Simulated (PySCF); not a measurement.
Stretching ZnBi

Set-up: Zn cc-pVDZ-PP with ECP10, Bi cc-pVDZ-PP with ECP60; scalar-relativistic core potentials (PySCF 2.14). Energies in eV from Zn + Bi in their ground configurations at the same level. State: ⁴Σ⁻ (quartet), unpaired electrons σ ↑, π ↑↑.

All columns are TPSS. A positive dipole means Zn(−)Bi(+).

```
R (Å)  E (eV)  μ (D)  Mulliken charge on Zn (basis-dependent)  HOMO (eV)  LUMO (eV)  Mayer bond order  ⟨S²⟩
2.515  -0.096   0.60                                     0.04      -4.08      -3.86              1.02  3.76
2.632  -0.246   0.43                                     0.04      -4.17      -3.75              0.92  3.76
2.749  -0.316   0.27                                     0.04      -4.26      -3.65              0.83  3.76
2.836  -0.334   0.17                                     0.04      -4.33      -3.59              0.76  3.76
2.924  -0.333   0.09                                     0.04      -4.39      -3.54              0.69  3.76
3.012  -0.321   0.02                                     0.04      -4.45      -3.50              0.62  3.76
3.129  -0.293  -0.05                                     0.03      -4.53      -3.45              0.54  3.76
3.275  -0.250  -0.10                                     0.02      -4.62      -3.41              0.44  3.76
3.450  -0.199  -0.12                                     0.02      -4.72      -3.37              0.34  3.76
3.684  -0.140  -0.11                                     0.01      -4.85      -3.35              0.23  3.76
```

A fit through these points gives, at Re = 2.876 Å, μ = 0.13 D and dμ/dR = -0.980 D/Å; the reduced mass is 48.95 u.

Problem. How strong is the fundamental in the double-harmonic approximation, I = 42.26·(dμ/dR)²/μred km/mol?

Solution. I = 42.26·(-0.980)²/48.95 = 0.829 km/mol at TPSS.

The bond is weak. Basis-set superposition, not corrected here, can be much of De in a small basis, most of all at correlated wavefunction levels. Functionals without a dispersion term scatter widely for such bonds, and LDA overbinds them. These are scalar-relativistic numbers at best; spin–orbit coupling would shift them, the dissociation energy most. The state is the lowest determinant that a PBE0 search found; another state may lie lower at other levels.
